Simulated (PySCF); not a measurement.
# Frontier orbitals and the lowest excitations

Species: vinylcyanodiacetylene, C7H3N.
Cartesian coordinates in Å at the GFN2-xTB level; atoms count from 1:
```
atom  x, y, z in Å
C1    -2.001   -1.763    1.552
C2    -0.682   -1.622    1.429
C3    -0.084   -0.696    0.567
C4     0.452    0.104   -0.175
C5     1.038    0.989   -0.998
C6     1.571    1.793   -1.744
C7     2.159    2.680   -2.579
N8     2.662    3.434   -3.290
H9    -2.689   -1.159    0.983
H10   -2.427   -2.485    2.226
H11    0.005   -2.232    2.003
```

Method used: PySCF 2.14.0, density-fitted response routines, TDDFT PBE0/def2-SVPD, vertical, gas phase, core orbitals frozen in the response.

Frontier orbitals with the atoms that hold most of them (Löwdin shares over 4%, at most four atoms; ? is withheld):

| orbital | ε (eV) | atoms |
| --- | --- | --- |
| LUMO+2 | -0.48 | C2 21%, C1 18%, N8 12%, C5 11% |
| LUMO+1 | -2.25 | C5 18%, C6 18%, C3 16%, N8 16% |
| LUMO | -2.76 | ? |
| HOMO | -7.50 | ? |
| HOMO-1 | -7.94 | C3 21%, C6 20%, C4 16%, C5 16% |
| HOMO-2 | -9.48 | C2 18%, C5 16%, C1 15%, N8 14% |
| HOMO-3 | -10.27 | C4 23%, N8 21%, C7 17%, C5 15% |

Problem. Give the leading atoms of the LUMO.

Solution. C1 (bonded to C and 2 H) 18%; C3 (bonded to 2 C) 13%; C6 (bonded to 2 C) 13%; C5 (bonded to 2 C) 12%.

Problem. Give the leading atoms of the HOMO.

Solution. C1 (bonded to C and 2 H) 16%; C4 (bonded to 2 C) 16%; C3 (bonded to 2 C) 16%; C6 (bonded to 2 C) 15%.

Problem. How does S1 compare with the orbital gap of 4.75 eV?

Solution. S1 is at 3.61 eV (f = 0.0000), 1.14 eV below the gap, made of HOMO-1→LUMO (71%), HOMO→LUMO+1 (27%). Its leading pair isn't HOMO and LUMO; the energies of that pair differ by 5.18 eV. Without the coupling terms of the response equations the lowest excitation would equal the gap.

Problem. One configuration dominates each of S1 and S2. Which, and how do the shares of the two leading atoms of either orbital change from the occupied to the empty one?

Solution. 
- S1 (3.61 eV, f 0.0000), HOMO-1→LUMO (71%): C3 21% → 13%, C6 20% → 13%, C1 at most 16% → 18%
- S2 (3.77 eV, f 0.0001), HOMO→LUMO+1 (71%): C1 16% → at most 16%, C4 16% → at most 16%, C5 at most 15% → 18%, C6 15% → 18%

On one thread of an Arm Neoverse V2, shared host, this took 23 s.
